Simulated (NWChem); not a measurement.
System: C₂HCl₂, doublet; SMILES [CH]=C(Cl)Cl

Program: NWChem. Pople sets run with spherical d functions. Spin-unrestricted. Spin-contaminated determinants: UHF/6-31G* (<S²> = 1.05). In the optimisation the excess spin sits in a' (Cs, its own frame). No stability test was run on the SCF state. Each level has its own optimisation; frequencies are unscaled.

```
level          r C–C (Å)  r C–H (Å)  highest harmonic frequency (cm⁻¹)  lowest (cm⁻¹)  zero-point energy (kcal/mol)  dipole (D)
-------------  ---------  ---------  ---------------------------------  -------------  ----------------------------  ----------
UHF/6-31G*         1.326      1.068                               3473            316                          13.4        1.60
BLYP/def2-SVP      1.316      1.092                                  …              …                             …           …
PBE0/def2-SVP      1.310      1.086                               3336            294                          12.8        1.17
```

Question: What belongs in the gaps?

Answer: 
- BLYP/def2-SVP, highest harmonic frequency (cm⁻¹): 3237
- BLYP/def2-SVP, lowest (cm⁻¹): 274
- BLYP/def2-SVP, zero-point energy (kcal/mol): 11.9
- BLYP/def2-SVP, dipole (D): 0.99
